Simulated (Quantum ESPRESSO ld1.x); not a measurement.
Values are calculated unless marked as measured or tabulated.
Q: These are the eigenvalues of the occupied orbitals of an atom or ion with whole-number occupations (eV). Code: ld1.x of Quantum ESPRESSO 7.5. Model: scalar-relativistic Kohn-Sham, exchange-only LDA, spin-polarised, spherical densities, point nucleus.

orbital  eigenvalue
1s up      -19810.5
1s down    -19810.2
2s up      -2811.79
2s down    -2810.96
2p up      -2517.14
2p down    -2516.46
3s up      -490.987
3s down    -490.186
3p up      -394.480
3p down    -393.616
3d up      -236.941
3d down    -235.882
4s up      -80.4138
4p up      -54.2567
4p down    -48.9323
4d up      -17.7786
5d up       -3.8558

Which element is it, and in what charge state? The configuration may be excited. Open shells, if any, are filled with parallel spins first.

A: Z = 42, molybdenum, charge +1: Mo+ in [Ar] 3d10 4s1 4p6 4d5 5d1. The list shows which subshells hold electrons but not how many an open one holds; the 1s level, -728.02 hartree, gives Z - s = 38.2 by -(Z - s)^2/2, which with screening and relativity narrows Z to a few neighbours, and the depths of the outer levels then fix element, charge and occupations together.
